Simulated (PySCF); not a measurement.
Vertical excitations of a molecule C4H6OSe from TDA-PBE/def2-SVPD in PySCF, as energy in eV (oscillator strength): 3.25 (0.016), 3.97 (0.001), 4.71 (0.001), 5.33 (0.011), 5.48 (0.038), 5.80 (0.004), 5.99 (0.001), 6.03 (0.018), 6.09 (0.053), 6.31 (0.003). Lowest triplet (TDA): 2.84 eV. Geometry optimised at B3LYP-D3(BJ)/def2-SVP. The values are those of a single conformer.

Question: Which structure fits?
(A) C1=C[Se]COC1
(B) C[C@@H]1CC(=O)[Se]1
(C) O=C1CC[C@@H]1[SeH]
(D) C=C[Se]C(C)=O

Answer: C, O=C1CC[C@@H]1[SeH]
